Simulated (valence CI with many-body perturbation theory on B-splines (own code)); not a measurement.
## Which ion has this spectrum?

A relativistic CI+MBPT calculation for an atom or ion with 22 electrons gives these levels (cm⁻¹):

```
J  Parity       E     g
0    even     0.0      
1    even   39224  1.50
2    even   67625  1.45
3    even   86348  1.41
4    even   92340  1.29
0    even  130349      
4    even  139156  1.05
3    even  161173  0.93
2    even  164901  0.86
5    even  171527  1.07
1    even  175219  1.34
6    even  183958  1.11
4    even  200909  1.03
2    even  206839  1.22
```

The energies are calculated, and their last digits are not significant.

Which is it?
A. Pd24+
B. Sn28+
C. Sb29+
D. In27+

D. In27+, ground level 3d⁴ ⁵D_0 [a].
